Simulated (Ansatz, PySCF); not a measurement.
Reaction R1 → P1 + P2, each structure at its B3LYP-D3(BJ)/def2-TZVP stationary point, reached from a drawn start (curvature not checked).
P1, O2 (SMILES O=O) (charge 0, multiplicity 3):
```xyz
2

O      0.000     0.000     0.602
O      0.000     0.000    -0.602
```
P2: OH (SMILES [OH]), charge 0, multiplicity 2.
R1: HO3 (SMILES [O]OO), charge 0, multiplicity 2.

```
level                    reaction energy (kcal/mol)
-----------------------  --------------------------
SVWN5/def2-TZVPP                              36.02
PBE-D3(BJ)/def2-TZVPP                         18.61
BLYP-D3(BJ)/def2-TZVPP                        14.61
BLYP-D4/def2-TZVPP                            14.83
revPBE/def2-TZVPP                             12.35
B3LYP/def2-TZVPP                               3.16
B3LYP-D3(BJ)/def2-TZVPP                        3.82
PBE0/def2-TZVPP                                2.51
PBE0-D3(BJ)/def2-TZVPP                         2.83
PBE0-D4/def2-TZVPP                             2.87
BHLYP-D4/def2-TZVPP                          -12.09
M06-2X/def2-TZVPP                             -1.24
B2PLYP/def2-TZVPP                             -0.25
MP2/cc-pVDZ                                  -27.32
MP2/cc-pVQZ                                  -20.41
SCS-MP2/cc-pVDZ                              -24.15
SCS-MP2/cc-pVQZ                              -18.07
CCSD/cc-pVDZ                                  -9.39
CCSD/cc-pVTZ                                  -6.21
CCSD(T)/cc-pVTZ                                0.15
```

P less R. No zero-point or thermal terms; open shells are unrestricted; no spin–orbit coupling.

Frozen-core correlation throughout.

Doubts at one or more of the structures used: a spin-contaminated determinant (MP2/cc-pVDZ, MP2/cc-pVQZ, SCS-MP2/cc-pVDZ, SCS-MP2/cc-pVQZ, CCSD/cc-pVDZ, CCSD/cc-pVTZ, CCSD(T)/cc-pVTZ); T1 above 0.05 (CCSD/cc-pVDZ, CCSD/cc-pVTZ, CCSD(T)/cc-pVTZ).

Codes used: Ansatz (a program for electronic structure) with Gaussian orbitals; PySCF for M06-2X and the D3/D4 terms. All values are computed, each at the level named.
